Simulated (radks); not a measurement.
Task: The mean radii <r> (bohr) of the occupied orbitals of an atom or ion are listed with their occupations. All-electron calculation, scalar-relativistic Kohn-Sham, SCAN, spin-unpolarised, spherical densities, finite nucleus; meta-GGA in the generalised Kohn-Sham scheme; Fermi nuclear charge, rms radius of each element as measured or else 0.836 A^(1/3) + 0.57 fm. Program: a radial shooting solver on a logarithmic mesh with Libxc functionals.

orbital  occ.      <r>
1s          2  0.02112
2s          2  0.08972
2p          6  0.07945
3s          2   0.2342
3p          6   0.2332
3d         10   0.2122
4s          2   0.5299
4p          6   0.5615
4d         10   0.6103
5s          2    1.299
5p          6    1.531
4f         10   0.8650

Name the element and its charge.

Result: Z = 66, dysprosium, charge +2: Dy2+ in [Xe] 4f10. The 1s radius gives Z: for a bare nucleus <r> = (2 gamma + 1)/(2Z) with gamma = sqrt(1 - (Z/c)^2), 0.02085 bohr for Z = 66, and screening makes it slightly larger (0.02112 here). The occupations add up to 64, and the charge is Z minus that.
